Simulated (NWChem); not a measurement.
System: CH6BeSi; SMILES [CH3][Be][SiH3]

The following NWChem deck was run.

```
start job
memory heap 200 mb stack 900 mb global 1100 mb
geometry units angstroms noautoz
  Be     0.000000     0.000000     0.746483
  C      0.000000     0.000000     2.425756
  H      0.435112    -0.920666     2.840836
  H     -1.014876     0.083515     2.840836
  H      0.579764     0.837151     2.840836
  Si     0.000000     0.000000    -1.443773
  H     -1.328421     0.372912    -2.021823
  H      0.341260    -1.336902    -2.021823
  H      0.987162     0.963991    -2.021823
end
basis spherical
  Be library def2-tzvp
  C library def2-tzvp
  H library def2-tzvp
  Si library def2-tzvp
end
dft
  xc b3lyp
  iterations 150
  mulliken
end
task dft energy
```

Output (shortened):

```
             Northwest Computational Chemistry Package (NWChem) 7.3.0
             --------------------------------------------------------

 C3  symmetry detected

                             Geometry "geometry" -> ""
                             -------------------------

 Output coordinates in angstroms (scale by  1.889725989 to convert to a.u.)

  No.       Tag          Charge          X              Y              Z
 ---- ---------------- ---------- -------------- -------------- --------------
    1 Be                   4.0000     0.00000000     0.00000000     0.75366017
    2 C                    6.0000     0.00000000     0.00000000     2.43293317
    3 H                    1.0000     0.00000001     1.01830652     2.84801317
    4 H                    1.0000     0.88187931    -0.50915327     2.84801317
    5 H                    1.0000    -0.88187932    -0.50915325     2.84801317
    6 Si                  14.0000     0.00000000     0.00000000    -1.43659583
    7 H                    1.0000     1.04170387    -0.90477579    -2.01464583
    8 H                    1.0000     0.26270689     1.35452991    -2.01464583
    9 H                    1.0000    -1.30441075    -0.44975412    -2.01464583

 Effective nuclear repulsion energy (a.u.)      70.4612136778

      Symmetry information
      --------------------

 Group name             C3
 Group number              5
 Group order               3
 No. of unique centers     5

                                 NWChem DFT Module
                                 -----------------

 Summary of "ao basis" -> "ao basis" (spherical)
 ------------------------------------------------------------------------------
       Tag                 Description            Shells   Functions and Types
 ---------------- ------------------------------  ------  ---------------------
 Be                        def2-tzvp                 9       19   5s3p1d
 C                         def2-tzvp                11       31   5s3p2d1f
 H                         def2-tzvp                 4        6   3s1p
 Si                        def2-tzvp                13       37   5s5p2d1f

      Symmetry analysis of basis
      --------------------------

        a          49
        e+         37
        e-         37

  Rotation of axis

            General Information
            -------------------
          SCF calculation type: DFT
          Wavefunction type:  closed shell.
          No. of atoms     :     9
          No. of electrons :    30
           Alpha electrons :    15
            Beta electrons :    15
          Charge           :     0
          Spin multiplicity:     1
          Use of symmetry is: on ; symmetry adaption is: on
          Maximum number of iterations: 150
          AO basis - number of functions:   123
                     number of shells:    57
          Convergence on energy requested:  1.00D-06
          Convergence on density requested:  1.00D-05
          Convergence on gradient requested:  5.00D-04

              XC Information
              --------------
                         B3LYP Method XC Potential
                     Hartree-Fock (Exact) Exchange  0.200
                        Slater Exchange Functional  0.800 local
                    Becke 1988 Exchange Functional  0.720 non-local
              Lee-Yang-Parr Correlation Functional  0.810
                  VWN I RPA Correlation Functional  0.190 local

             Grid Information
             ----------------
          Grid used for XC integration:  medium
          Radial quadrature: Mura-Knowles
          Angular quadrature: Lebedev.
          Tag              B.-S. Rad. Rad. Pts. Rad. Cut. Ang. Pts.
          ---              ---------- --------- --------- ---------
          Be                  1.05       49          10.0       434
          C                   0.70       49          12.0       434
          H                   0.35       45          13.0       434
          Si                  1.10       88          12.0       590
          Grid pruning is: on
          Number of quadrature shells:   276
          Spatial weights used:  Erf1

      Superposition of Atomic Density Guess
      -------------------------------------

 Sum of atomic energies:        -344.07817378

      Non-variational initial energy
      ------------------------------

 Total energy =    -345.223734
 1-e energy   =    -612.258508
 2-e energy   =     196.573560
 HOMO         =      -0.298673
 LUMO         =       0.016142

      Symmetry analysis of molecular orbitals - initial
      -------------------------------------------------

  Numbering of irreducible representations:

     1 a           2 e+          3 e-

  Orbital symmetries:

     1 a           2 a           3 a           4 a           5 e+
     6 e+          7 a           8 a           9 a          10 e+
    11 e+         12 a          13 e+         14 e+         15 a
    16 a          17 e+         18 e+         19 a          20 a
    21 e+         22 e+         23 e+         24 e+         25 a

     ---------------------------------------------
      Total Density - Mulliken Population Analysis
     ---------------------------------------------

    Atom       Charge   Shell Charges
 -----------   ------   -------------------------------------------------------
    1 Be   4     3.67   1.02  0.96  0.56  0.47  0.03  0.54  0.00  0.04  0.05
    2 C    6     6.78   0.86  1.12  0.57  0.70  0.05  1.35  1.61  0.51  0.01  0.01  0.00
    3 H    1     0.82   0.23  0.43  0.13  0.02
    4 H    1     0.82   0.23  0.43  0.13  0.02
    5 H    1     0.82   0.23  0.43  0.13  0.02
    6 Si  14    13.98   2.00  0.59  1.39  0.90  0.51  4.12  1.73  0.53  1.46  0.66  0.06  0.05  0.01
    7 H    1     1.04   0.22  0.54  0.27  0.01
    8 H    1     1.04   0.22  0.54  0.27  0.01
    9 H    1     1.04   0.22  0.54  0.27  0.01

[...]
```

Level: B3LYP/def2-TZVP. Coordinates come from a B3LYP/6-31G* (spherical d) optimisation.
